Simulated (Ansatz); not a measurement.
Two members of one family (Series SiH2MeX), computed with Ansatz in the gas phase. The two geometries come from different levels. Binding counts from free atoms in the multiplicity of their measured ground term, without zero-point energy. The structures are stationary points that may keep the symmetry of their start.

First: SiH2MeEt (singlet, charge 0, PBE-D4/def2-SVP geometry).

Cartesian coordinates in Å:
```
Si 0.1206 -0.8987 0.1468
H 0.4179 -1.6496 -1.1306
H 1.2698 -1.1541 1.0925
C -1.4877 -1.5409 0.9077
H -2.3440 -1.3810 0.2199
H -1.7116 -1.0176 1.8600
H -1.4229 -2.6266 1.1234
C 0.0200 0.9605 -0.2293
C 1.2996 1.5580 -0.8279
H -0.2497 1.4818 0.7158
H -0.8434 1.1196 -0.9144
H 1.1944 2.6441 -1.0337
H 2.1655 1.4367 -0.1443
H 1.5716 1.0679 -1.7860
```

| level | HOMO (eV) | LUMO (eV) | gap (eV) | binding per atom (eV) |
| --- | --- | --- | --- | --- |
| PBE-D4/def2-TZVP | -6.93 | 0.10 | 7.04 | 3.81 |
| r2SCAN-D4/def2-TZVP | -7.19 | 0.65 | 7.84 | 3.79 |
| PBE0-D4/def2-SVP | -8.20 | 1.50 | 9.70 | 3.81 |
| PBE0-D4/def2-TZVPD | -8.20 | 0.32 | 8.52 | 3.79 |
| LC-ωPBE/def2-TZVP | -10.93 | 2.96 | 13.88 | 3.77 |

Second: SiH2Me(NMeEt) (singlet, charge 0, r2SCAN-D4/def2-SVP geometry).

```csv
atom,x (Å),y (Å),z (Å)
Si1,0.377,0.059,-1.422
H2,-0.786,0.729,-2.110
H3,1.567,0.945,-1.614
C4,0.632,-1.604,-2.254
H5,0.889,-1.451,-3.314
H6,-0.277,-2.227,-2.229
H7,1.451,-2.168,-1.780
N8,0.198,-0.133,0.302
C9,-0.659,-1.158,0.863
C10,0.514,0.961,1.209
C11,-0.648,1.901,1.527
H12,-0.246,-1.520,1.824
H13,-1.699,-0.824,1.057
H14,-0.716,-2.025,0.187
H15,0.906,0.530,2.154
H16,1.345,1.542,0.772
H17,-0.330,2.699,2.216
H18,-1.032,2.377,0.609
H19,-1.486,1.367,2.004
```

Task: Estimate the same table for the second.

Result: 
```json
{"level": "PBE-D4/def2-TZVP", "HOMO (eV)": "-4.91", "LUMO (eV)": "0.20", "gap (eV)": "5.11", "binding per atom (eV)": "3.91"}
{"level": "r2SCAN-D4/def2-TZVP", "HOMO (eV)": "-5.14", "LUMO (eV)": "0.71", "gap (eV)": "5.85", "binding per atom (eV)": "3.85"}
{"level": "PBE0-D4/def2-SVP", "HOMO (eV)": "-6.10", "LUMO (eV)": "1.58", "gap (eV)": "7.68", "binding per atom (eV)": "3.89"}
{"level": "PBE0-D4/def2-TZVPD", "HOMO (eV)": "-6.22", "LUMO (eV)": "0.23", "gap (eV)": "6.45", "binding per atom (eV)": "3.87"}
{"level": "LC-ωPBE/def2-TZVP", "HOMO (eV)": "-8.88", "LUMO (eV)": "3.06", "gap (eV)": "11.94", "binding per atom (eV)": "3.84"}
```
